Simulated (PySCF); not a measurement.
**Functional benchmark on one molecule**

Molecule: `F[C@]12CC[C@H](CC1)C2`, C7H11F.

Bonds (- single, = double, # triple, : aromatic): F1-C2, C2-C3, C3-C4, C4-C5, C5-C6, C6-C7, C5-C8, C7-C2, C8-C2. C3 carries H9, H10; C4 carries H11, H12; C5 carries H13; C6 carries H14, H15; C7 carries H16, H17; C8 carries H18, H19. Stereochemistry as in F[C@]12CC[C@H](CC1)C2. H14, H17 are cis to C4 on the ring; H10, H12 are cis to C6 on the ring; H15, H16 are trans to C4 on the ring; H9, H11 are trans to C6 on the ring.

Geometry PBE0-D3(BJ)/def2-SVP throughout; GIAO in PySCF 2.14, gas phase, one conformer, non-relativistic; equivalent atoms averaged; basis pcSseg-1.

Reference values (measured; G. Saielli, R. Bini, A. Bagno, Computational 19F NMR. 2. Organic compounds, RSC Adv. 2014, ESI (exp. from Berger-Braun-Kalinowski 1994 and Everett 1995)): δ(F1) = -182.0 ppm vs CFCl3. Computed shifts are taken against CFCl3, calculated as an isolated molecule at each level.

How do the functionals HF, LDA, KT3, B97-D, B3LYP, PBE0, B97-2, BHandHLYP perform against the reference? Times are CPU seconds on shared hosts with different chips, so compare them loosely; the GGAs took longer than the global hybrids here, which isn't the general rule, and the cause wasn't traced.

## Answers


```
functional           kind      F1  abs. error F  core-s
        HF   Hartree–Fock  -172.0          10.0      14
       LDA            LDA  -231.7          49.7      27
       KT3            GGA  -220.9          38.9      34
     B97-D            GGA  -218.9          36.9      36
     B3LYP  global hybrid  -208.6          26.6      29
      PBE0  global hybrid  -207.0          25.0      22
     B97-2  global hybrid  -205.9          23.9      24
 BHandHLYP  global hybrid  -191.9           9.9      23
```

For 19F the closest is BHandHLYP (9.9 ppm, with HF practically level) and the furthest LDA (49.7 ppm). One molecule is a small sample, and vibrational and solvent effects are absent from the calculation.
